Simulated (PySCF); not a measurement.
**Er (erbium, neutral) across methods**

[Xe] 4f12 6s1 6p1, one real determinant (an excited configuration). Calculation: PySCF 2.14, in cc-pVDZ-X2C; the spin-free X2C one-electron Hamiltonian (Gaussian nucleus).

```tsv
method	E (hartree)	mean ε 4f α (eV)	mean ε 4f β (eV)	mean ε 6p α (eV)	Σ⟨r²⟩ (bohr²)	⟨S²⟩
PBE	-13085.77	-4.486	-3.019	-2.129	85.99	6.001
r2SCAN	-13085.94	-4.525	-2.979	-2.203	85.79	6.003
LDA	-13076.80	-4.749	-3.186	-2.106	85.60	6.000
PBE0	-13085.57	-7.324	-5.622	-2.647	86.30	6.001
```

Question: Estimate the same row for UHF.

Answer: E (hartree) = -13081.07615; mean ε 4f α (eV) = -15.629; mean ε 4f β (eV) = -13.118; mean ε 6p α (eV) = -3.954; Σ⟨r²⟩ (bohr²) = 88.98; ⟨S²⟩ = 6.002.

⟨L²⟩ = 26.03 against 42 for a pure I term, so this real determinant mixes terms. Spin-orbit coupling, absent here, splits the open shell strongly.
